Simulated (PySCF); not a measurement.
NMR data simulated for an unnamed compound:

¹H NMR (400 MHz, computed): δ 3.86 (s, 3H), 2.32 (t, 2H), 1.74 (m, 2H), 0.92 (t, 3H).

¹³C{¹H} NMR (computed): δ 181.2 (C), 53.2 (CH3), 40.3 (CH2), 24.5 (CH2), 15.8 (CH3).

Calculated, not measured (PySCF 2.14): structure optimised with GFN2-xTB, σ from GIAO-PBE0/pcSseg-1. No solvent model, averaged over atoms made equivalent by symmetry, fast rotation or ring inversion, no relativistic terms, one computed conformer.

δ = σ(ref) − σ, references computed at the same level: ¹H and ¹³C against TMS.

Which of these does the molecule contain: a methoxy group, an ester, an S-methyl group, a CF3 group, a heteroaromatic ring, a CH3CH2 unit?

## Answers


- A methoxy group: yes (δC 53.2; δH 3.86 (s)).
- An ester: yes (δC 181.2).
- An S-methyl group: no.
- A CF3 group: no.
- A heteroaromatic ring: no.
- A CH3CH2 unit: yes (δC 15.8, 24.5; δH 0.92 (t), 1.74 (m)).

The data belong to SMILES CCCC(=O)OC, C5H10O2; they needn't prove each group on their own.

Carbon signals by region: 1 in the far downfield region (above 160 ppm), 1 at 50–100 ppm, 3 below 50 ppm. Above 160 ppm: 181.2, ester carbonyl carbon.

Shifts are as computed. Against solution values, carbons near 30 ppm lie about +3 ppm off and those near 130 ppm about +5 ppm. Of 1211 compounds with measured shifts, 218 miss one by over three times the rms of a fit or turn the order of signals round; such compounds aren't used in these exercises. No couplings were computed; multiplicities are counted from neighbouring protons, with m where these are inequivalent, close in shift, in a saturated or five-membered ring or joined by F or P, and br s for small geminal =CH2 splittings.
